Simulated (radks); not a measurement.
Removal energies from the tungsten ion W3+, [Xe] 4f14 5d(3/2: 3, 5/2: 0), by Delta-SCF beside the eigenvalue of the level emptied. All-electron calculation, Dirac Kohn-Sham, relativistic LDA (MacDonald-Vosko exchange, VWN5 correlation), spin-unpolarised, spherical densities, finite nucleus; Fermi nuclear charge, rms radius of each element as measured or else 0.836 A^(1/3) + 0.57 fm. Program: a radial shooting solver on a logarithmic mesh with Libxc functionals. Sub-shells are occupied by j as written (lower j first in brackets).

| removed from | final configuration | Delta-SCF (eV) | -eigenvalue (eV) |
|---|---|---|---|
| 5d3/2 | [Xe] 4f14 5d(3/2: 2, 5/2: 0) | 37.961 | 31.779 |
| 4f7/2 | [Xe] 4f(5/2: 6, 7/2: 7) 5d(3/2: 3, 5/2: 0) | 73.321 | 61.366 |
| 4f5/2 | [Xe] 4f(5/2: 5, 7/2: 8) 5d(3/2: 3, 5/2: 0) | 75.662 | 63.611 |
| 5p3/2 | [Kr] 4d10 4f14 5s2 5p(1/2: 2, 3/2: 3) 5d(3/2: 3, 5/2: 0) | 76.554 | 68.828 |
